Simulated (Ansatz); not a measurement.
Species: sum formula HBOCl, charge 0, multiplicity 2. It need not be the lowest isomer of its formula. 
Coordinates optimised at B3LYP-D3(BJ)/def2-TZVP (Ansatz, a program for electronic structure):
```xyz
4

B     -0.1620     0.5726     0.5773
Cl     0.8603    -0.4802    -0.3990
O     -1.4866     0.6527     0.5051
H     -1.9222     0.0783    -0.1443
```
Charge 0, spin multiplicity 2.

Dipole moments at this geometry, in debye (magnitudes).

```json
[
 {"level": "SVWN5/def2-TZVPD", "program": "Ansatz", "dipole (D)": "1.75"},
 {"level": "PBE/def2-TZVPD", "program": "Ansatz", "dipole (D)": "1.69"},
 {"level": "BLYP/def2-TZVPD", "program": "Ansatz", "dipole (D)": "1.63"},
 {"level": "r2SCAN/def2-TZVPD", "program": "Ansatz", "dipole (D)": "?"},
 {"level": "B3LYP/def2-TZVPD", "program": "Ansatz", "dipole (D)": "1.64"},
 {"level": "PBE0/def2-TZVPD", "program": "Ansatz", "dipole (D)": "1.69"},
 {"level": "BHLYP/def2-TZVPD", "program": "Ansatz", "dipole (D)": "1.62"},
 {"level": "r2SCAN0/def2-TZVPD", "program": "Ansatz", "dipole (D)": "1.67"},
 {"level": "HSE06/def2-TZVPD", "program": "Ansatz", "dipole (D)": "1.69"},
 {"level": "CAM-B3LYP/def2-TZVPD", "program": "Ansatz", "dipole (D)": "1.68"},
 {"level": "LC-wPBE/def2-TZVPD", "program": "Ansatz", "dipole (D)": "1.74"},
 {"level": "wB97M-V/def2-TZVPD", "program": "Ansatz", "dipole (D)": "1.70"},
 {"level": "CCSD(T)/aug-cc-pV(D+d)Z", "program": "Ansatz", "dipole (D)": "?"}
]
```

**Question.** Fill in the missing entries.

**Answer.** 
- r2SCAN/def2-TZVPD, dipole (D): 1.68
- CCSD(T)/aug-cc-pV(D+d)Z, dipole (D): 1.70
